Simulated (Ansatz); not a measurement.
## Ansatz (development build ahead of 0.2.0) run

```yaml
crystal:
  periodic: [false, false, false]
  atoms:
    - { symbol: Ti, position_ang: [0.0, 0.0, 0.0] }
    - { symbol: Cl, position_ang: [0.0, 0.0, 7.05] }
basis:
  gaussian: { orbitals: pcseg-2 }
magnetization:
  spin_polarized: true
  initial_magnetization: 3
hamiltonian:
  xc: pbe
```

The input is written out in the form of the current development build from the run's settings.

Output:

```yaml
Converged: yes
Total_energy: -1309.14174 hartree
Spin_squared_of_the_determinant: 4.347
Stability_test: minimum
```

Caution: charge can spread falsely over distant fragments; other spin multiplicities were not run; the unrestricted determinant is spin contaminated.
